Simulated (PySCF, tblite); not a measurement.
Isomers of C3H8F2Si, one GFN2-xTB conformer each. Single-point energies are computed at PBE0/pcSseg-1 (PySCF, gas phase, no added dispersion term), electronic only.

| SMILES | GFN2-xTB relative energy (kJ/mol) |
| --- | --- |
| CCC[SiH](F)F | 0.0 |
| C[C@@H](F)C[SiH2]F | 150.4 |

Conformers: `[CH3:1][CH2:2][CH2:3][SiH:4]([F:5])[F:6]` with C1–C2–C3–Si4 -178°, C2–C3–Si4–F5 62°; `[CH3:1][C@@H:2]([F:3])[CH2:4][SiH2:5][F:6]` with C1–C2–C4–Si5 -171°, C2–C4–Si5–F6 -174°.

Task: What does PBE0/pcSseg-1 give for the same structures?

Result: 
| SMILES | PBE0/pcSseg-1 E (Eh) | PBE0/pcSseg-1 (kJ/mol) | GFN2-xTB (kJ/mol) | point group |
| --- | --- | --- | --- | --- |
| CCC[SiH](F)F | -607.94704 | 0.0 | 0.0 | C1 |
| C[C@@H](F)C[SiH2]F | -607.87386 | 192.2 | 150.4 | C1 |

Both levels put the same isomer lowest. 

Task: Which frontier levels, dipoles and rotational constants go with these structures?

Result: 
| SMILES | HOMO (eV, PBE0/pcSseg-1) | LUMO (eV) | dipole (D) | A, B, C (MHz) |
| --- | --- | --- | --- | --- |
| CCC[SiH](F)F | -8.94 | 0.87 | 2.72 | 5972, 1327, 1173 |
| C[C@@H](F)C[SiH2]F | -8.83 | 0.46 | 2.22 | 6731, 1302, 1152 |

Task: What happens when harmonic zero-point energies from GFN2-xTB frequencies are added?

Result: 
```csv
SMILES,ZPE (kJ/mol),electronic (kJ/mol),with ZPE (kJ/mol)
CCC[SiH](F)F,280.9,0.0,0.0
C[C@@H](F)C[SiH2]F,271.4,192.2,182.6
```

The zero-point energies span 9.5 kJ/mol. The order is unchanged.
